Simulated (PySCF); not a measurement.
**Radial density of S¹⁵⁺ (sulfur, charge +15)**

r2SCAN0, 1s1, 2S determinant. Calculation: PySCF 2.14, in an uncontracted even-tempered set (17 s from 9.6 bohr⁻², ratio 2.2; 7 p from 15 bohr⁻², ratio 2.4; 4 d from 44 bohr⁻², ratio 2.4; 3 f from 67 bohr⁻², ratio 2.4; 3 g from 100 bohr⁻², ratio 2.4); scalar relativity by spin-free X2C-1e.

| r (bohr) | 4πr²ρ (e/bohr) | 4πr²(ρα − ρβ) |
| --- | --- | --- |
| 0.00127 | 0.03036 | 0.0304 |
| 0.00213 | 0.08070 | 0.0807 |
| 0.00359 | 0.2110 | 0.2110 |
| 0.00603 | 0.5360 | 0.5360 |
| 0.0101 | 1.296 | 1.2957 |
| 0.0171 | 2.875 | 2.8755 |
| 0.0287 | 5.510 | 5.5099 |
| 0.0483 | 8.217 | 8.2167 |
| 0.0812 | 8.012 | 8.0123 |
| 0.137 | 3.818 | 3.8178 |
| 0.230 | 0.5454 | 0.5454 |
| 0.387 | 0.01039 | 0.0104 |

Densities and radii are taken from the X2C orbitals without a picture-change correction, which distorts them close to the nucleus.

For one electron the Hartree and exchange-correlation energies should cancel; what remains is the self-interaction error.
